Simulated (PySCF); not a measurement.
# C4H9F2Si: g tensor and hyperfine couplings

Compound: C₄H₉F₂Si (doublet state).
SMILES with atom numbers: `[CH3:1][C:2]([SiH3:3])[CH2:4][CH:5]([F:6])[F:7]` (hydrogens: H8, H9, H10 on C1; H11, H12, H13 on Si3; H14, H15 on C4; H16 on C5)

Structure used (GFN2-xTB), in Å, numbered top down from 1:
```xyz
16
C4H9F2Si angstrom
C     -0.6672   -1.6680    0.1210
C     -0.4437   -0.2105    0.2715
Si    -1.7814    1.0446   -0.0062
C      0.9402    0.2101    0.6368
C      1.7763    0.5016   -0.6117
F      2.9891    1.0070   -0.2722
F      2.0299   -0.6338   -1.3065
H      0.0548   -2.0996   -0.5777
H     -1.6719   -1.8823   -0.2326
H     -0.5184   -2.1844    1.0746
H     -1.1652    2.3077   -0.4276
H     -2.6973    0.5460   -1.0333
H     -2.5423    1.2955    1.2270
H      0.9361    1.1321    1.2219
H      1.4626   -0.5691    1.2001
H      1.2910    1.2121   -1.2966
```

The hyperfine couplings belong to this conformer and change with its torsions.

Method used: UKS B3LYP, pcH-1 on C F H Si, non-relativistic, mean-field spin-orbit, GIAO (PySCF 2.14.0). Isolated species at its GFN2-xTB geometry (one conformer only). GFN2-xTB frequencies show an imaginary mode (43i cm⁻¹), so this geometry is no minimum at that level. Couplings are sensitive to structure, and on GFN2-xTB geometries they can be far from those on DFT ones. Stability of the SCF solution: not tested.

| Quantity | Value |
| --- | --- |
| g1, g2, g3 | 2.00216, 2.00283, 2.00302 |
| g_iso | 2.00267 |
| Form of g | rhombic: the two nearest values differ by 22 % of g3 − g1 |
| ⟨S²⟩ | 0.7539 (exact 0.7500) |
| Total energy | -647.00542 Eh |

Isotropic coupling and dipolar principal values T1 to T3, in mT; ρ(0) is the spin density at the nucleus (MHz turned into mT with g_iso):

```tsv
atom	isotope	a_iso	of which spin–orbit	T1	T2	T3	Mulliken spin population	ρ(0) (bohr⁻³)
C1	13C	-1.10	0.00	-0.10	0.04	0.06	-0.08	-0.0275
C2	13C	2.96	0.00	-2.67	-2.63	5.30	0.97	0.0740
Si3	29Si	1.73	0.00	-0.08	-0.02	0.10	-0.04	-0.0548
C4	13C	-1.03	0.00	-0.07	0.00	0.07	-0.08	-0.0257
C5	13C	3.43	0.00	-0.17	-0.15	0.32	0.04	0.0854
F6	19F	0.58	0.00	-0.63	-0.54	1.17	0.01	0.0038
F7	19F	0.05	0.00	-0.31	-0.09	0.40	0.00	0.0003
H8	1H	3.83	0.00	-0.18	-0.12	0.30	0.04	0.0240
H9	1H	0.08	0.00	-0.16	-0.13	0.29	0.00	0.0005
H10	1H	4.14	0.00	-0.18	-0.13	0.31	0.05	0.0259
H11	1H	0.71	0.00	-0.11	-0.09	0.20	0.01	0.0045
H12	1H	0.71	0.00	-0.11	-0.09	0.20	0.01	0.0045
H13	1H	3.05	0.00	-0.12	-0.05	0.18	0.05	0.0191
H14	1H	1.45	0.00	-0.15	-0.15	0.30	0.02	0.0091
H15	1H	0.91	0.00	-0.15	-0.14	0.28	0.01	0.0057
H16	1H	-0.12	0.00	-0.18	-0.07	0.24	0.00	-0.0007
```

The Mulliken spin populations are largest on C2 (+0.97), C1 (-0.08) and C4 (-0.08). No atom but C2 exceeds +0.15. The positive populations add up to 1.20 and the negative ones to -0.20, together 2S = 1. The angles at C2 add up to 360.0°, so it is planar.

Axes: g3 points within 8° of the C2–Si3 bond.

Under fast tumbling the dipolar parts average out, and these isotropic splittings remain: 3 × 1H (H8/H9/H10, I = 1/2, 4 lines) with 2.68 mT, 3 × 1H (H11/H12/H13, I = 1/2, 4 lines) with 1.49 mT, 2 × 1H (H14/H15, I = 1/2, 3 lines) with 1.18 mT, 2 × 19F (F6/F7, I = 1/2, 3 lines) with 0.31 mT and 1 × 1H (H16, I = 1/2, 2 lines) with 0.12 mT.

Means are taken over nuclei equivalent by connectivity, which assumes that they swap fast. The three 1H nuclei of mean +75.2 MHz run from 2.3 to 116.0 MHz in the frozen geometry. The three 1H nuclei of mean +41.8 MHz run from 19.9 to 85.5 MHz in the frozen geometry. The 1H value of +33.1 MHz is a mean of couplings from 25.6 to 40.7 MHz in this one geometry, not an average over conformers. The 19F value of +8.8 MHz is a mean of couplings from 1.3 to 16.3 MHz in this one geometry, not an average over conformers.

The 13C coupling of C5 (96.0 MHz) shows only in satellite lines or after enrichment, since that isotope makes up about 1.07 % of natural carbon.

The 29Si coupling of Si3 (48.6 MHz) shows only in satellite lines or after enrichment, since that isotope makes up about 4.7 % of natural silicon.
